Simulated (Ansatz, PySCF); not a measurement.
PH3 (SMILES P) and AsH3 (SMILES [AsH3]) are pulled apart as rigid monomers along the line of their centres of mass, from the B3LYP-D3(BJ)/def2-TZVP minimum. Starting geometry (charge 0, multiplicity 1):
```csv
atom,x (Å),y (Å),z (Å)
P,-0.5518,0.1766,0.2743
H,0.7162,-0.4564,0.2556
H,-1.2642,-1.0484,0.2453
H,-0.5941,0.3428,-1.1351
As,-0.4515,-0.2415,3.8900
H,-1.8152,0.4360,3.9278
H,0.2822,1.0922,3.9484
H,-0.4163,-0.4018,5.4082
```

Interaction energies with rigid monomers; basis-set methods are counterpoise corrected unless marked otherwise.

Frozen-core correlation. Filled d and f shells under p-block atoms count as core. Rows in 6-31G* carry no dispersion term and start afresh at each structure (6-31G* with six Cartesian d functions); the Pople sets are all-electron and without relativity. MP2/6-31G* freezes PySCF's default core, which leaves 3d correlated.

Codes used: Ansatz (a program for electronic structure); PySCF for 6-31G* rows, the dispersion terms. 

| P1···As5 (Å) | r2SCAN-D3(BJ)/def2-TZVPPD (kcal/mol) | B3LYP/6-31G* (no counterpoise) (kcal/mol) | MP2/6-31G* (no counterpoise) (kcal/mol) | MP2/def2-SVPD (kcal/mol) | CCSD/def2-SVPD (kcal/mol) |
|---|---|---|---|---|---|
| 3.28 | -0.64 | 1.24 | 0.51 | 0.45 | 1.40 |
| 3.64 | -1.30 | -0.02 | -0.91 | -0.94 | -0.39 |
| 4.19 | -1.00 | -0.29 | -0.96 | -0.94 | -0.70 |
| 5.10 | (withheld) | -0.14 | -0.41 | (withheld) | -0.33 |
| 6.55 | -0.10 | -0.05 | -0.10 | -0.10 | -0.08 |

### Question
Some entries are withheld; supply them.

### Answer

- 5.10, r2SCAN-D3(BJ)/def2-TZVPPD (kcal/mol): -0.40
- 5.10, MP2/def2-SVPD (kcal/mol): -0.40
